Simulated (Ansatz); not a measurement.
O2Zr (SMILES [O]=[Zr]=[O]), singlet, at a GFN2-xTB geometry (such geometries of metal compounds can be far from the true shape) (all electrons, no relativity). Base run: CAM-B3LYP/3-21G run with Ansatz (an electronic-structure program).

Here is a job for Ansatz.
Ansatz 0.2 input:
```yaml
crystal:
  periodic: [false, false, false]
  atoms:
    - {symbol: Zr, position_ang: [-0.14735518, -0.16294999, -0.21094306]}
    - {symbol: O, position_ang: [1.44787434, 0.60647650, -0.38052480]}
    - {symbol: O, position_ang: [-0.71109845, 0.20827346, 1.43524010]}
basis:
  gaussian:
    orbitals: 3-21G.json
hamiltonian:
  xc: cam_b3lyp
```
The basis file holds 3-21G in the JSON format of the Basis Set Exchange.

Each row names what was changed in the base input (with any setting that the change needs).

```csv
change,ΔE vs base (mEh)
base,0.000
"point_charge = charge:-1.0 position_ang:-2.4786, -0.4996, -3.225",-50.898
"point_charge = charge:0.5 position_ang:1.5894, 2.0651, -3.541",-1.886
"final_grid = 10, 20, 41",-0.001
lower_state_search = full,0.000
lower_state_search = off,0.000
nuclear_model = gaussian,18.579
"point_charge = charge:1.0 position_ang:-2.6479, 0.3964, -3.1599",39.968
forces = on,0.000
"final_grid = 14, 28, 59",-0.001
lower_state_search = light,0.000
```
